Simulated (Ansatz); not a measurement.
HCl4Si2, doublet, at a GFN2-xTB geometry. Base run: B3LYP/def2-SVP (Ansatz, an electronic-structure program).

The Ansatz input:
Ansatz 0.2 input:
```yaml
crystal:
  periodic: [false, false, false]
  atoms:
    - {symbol: Cl, position_ang: [2.86552779, -1.06462915, -0.18976247]}
    - {symbol: Si, position_ang: [1.59915590, 0.40249411, -0.74768665]}
    - {symbol: Si, position_ang: [-0.53809359, 0.19570850, 0.07252869]}
    - {symbol: Cl, position_ang: [-0.87607452, 0.06496016, 2.07949960]}
    - {symbol: Cl, position_ang: [-1.44369391, -1.43192902, -0.74301900]}
    - {symbol: Cl, position_ang: [-1.55276129, 1.84038552, -0.56400512]}
    - {symbol: H, position_ang: [2.26416080, 1.67577586, -0.45390963]}
basis:
  gaussian:
    orbitals: def2-SVP
hamiltonian:
  xc: b3lyp
magnetization: {spin_polarized: true, initial_magnetization: 1}
```

Each row names what was changed in the base input (with any setting that the change needs).

| change | ΔE vs base (µEh) |
|---|---|
| base | 0.0 |
| forces = on | 0.0 |
| point_charge = charge:0.5 position_ang:-1.5178, 2.6038, 4.947 | -1797 |
| final_grid = 14, 28, 59 | -1.0 |
| lower_state_search = full | 0.0 |
| fitting.mean_field = cc-pVTZ-JKFIT | -225 |
| final_grid = 4, 8, 17 | 265 |
| nuclear_model = gaussian | 1942 |
| lower_state_search = light | 0.0 |
| final_grid = 6, 12, 29 | 3.4 |
| accuracy = high | -2.8 |
